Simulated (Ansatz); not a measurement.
Computed with Ansatz on PBE0-D4/def2-TZVP structures; ΔE is electronic, products minus reactants. CBS: MP2 limit from def2 TZ/QZ plus the TZ coupled-cluster correction, frozen cores. This one scheme is used for every species. DFT in def2-TZVPP. B3LYP here is the variant with VWN-RPA as its local correlation; programs differ in this. For Se outer-core shells are correlated without core-valence functions, which leaves a few kJ/mol of doubt a bond. Scalar relativity is left out up to krypton. One conformer a species, not always the lowest.

Consider the ligand exchange at the Si–C bond: `C=C[Si](C)(F)Cl` + H₂Se → `C[Si](F)(Cl)[SeH]` + ethylene.

```
             level  ΔE (kcal/mol)  difference from CCSD(T)/CBS
            PBE-D4          -13.3                         -0.1
         r2SCAN-D4          -13.0                          0.2
           PBE0-D4          -13.3                         -0.1
          B3LYP-D4          -12.5                          0.7
           ωB97X-V          -12.3                          0.9
           ωB97M-V          -12.4                          0.8
            B2PLYP          -12.7                          0.5
               PBE          -13.4                         -0.2
            r2SCAN          -13.2                          0.0
              PBE0          -13.4                         -0.2
             B3LYP          -12.6                          0.6
     HF/def2-TZVPP          -12.2                          1.0
    MP2/def2-TZVPP          -13.1                          0.1
SCS-MP2/def2-TZVPP          -12.5                          0.7
   CCSD/def2-TZVPP          -11.8                          1.4
CCSD(T)/def2-TZVPP          -11.9                          1.3
     HF/def2-QZVPP          -12.1                          1.1
    MP2/def2-QZVPP          -13.8                         -0.6
SCS-MP2/def2-QZVPP          -13.0                          0.2
      HF/CBS(def2)          -12.1                          1.1
     MP2/CBS(def2)          -14.3                         -1.1
    CCSD/CBS(def2)          -13.1                          0.1
       CCSD(T)/CBS          -13.2                            0
```

Largest T1 diagnostic among the species: 0.011.
